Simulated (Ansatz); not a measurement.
Stepwise reaction of `[NH2][Al]([NH2])[Br]` with hydrogen fluoride, as a gas-phase model of exchange steps in deposition or etching. ΔE in kJ/mol; ΔG adds harmonic PBE0-D4 terms to CCSD(T)/CBS, at 1 bar.

Isolated molecules relaxed with PBE0-D4/def2-TZVP in Ansatz; ΔE leaves out vibrations. CBS: MP2 limit from def2 TZ/QZ plus the TZ coupled-cluster correction, frozen cores. This one scheme is used for every species. Functionals use def2-TZVPP. B3LYP here is the variant with VWN-RPA as its local correlation; programs differ in this. For Br outer-core shells are correlated without core-valence functions, which leaves a few kJ/mol of doubt a bond. Scalar relativity is left out up to krypton. One conformer a species, not always the lowest.

```json
{"step": "2", "reaction": "`[NH2][Al]([F])[Br]` + H–F → `[F][Al]([F])[Br]` + NH₃", "PBE-D4": "-77.4", "B3LYP-D4": "-81.0", "ωB97M-V": "-79.8", "CCSD(T)/CBS": "-79.7", "ΔG(500 K)": "-75.9"}
```

(1) Give the row of step 1, `[NH2][Al]([NH2])[Br]` + H–F → `[NH2][Al]([F])[Br]` + NH₃. (Estimate.)

(2) By hand: ΔE of the 2 steps together at CCSD(T)/CBS.

Results:

(1) Computed: 
```csv
step,reaction,PBE-D4,B3LYP-D4,ωB97M-V,CCSD(T)/CBS,ΔG(500 K)
1,`[NH2][Al]([NH2])[Br]` + H–F → `[NH2][Al]([F])[Br]` + NH₃,-92.3,-96.1,-94.5,-92.9,-92.0
```

(2) (-92.9) + (-79.7) = -172.6 kJ/mol, or -86.3 kJ/mol a step.

In ΔE each step is higher than the one before. All are downhill at CCSD(T)/CBS. ΔG lies between -92.0 and -75.9 kJ/mol a step. PBE-D4 differs from CCSD(T)/CBS by 0.6 to 2.3 kJ/mol a step. Isolated molecules leave out the surface, adducts and barriers. Largest T1 diagnostic: 0.010.
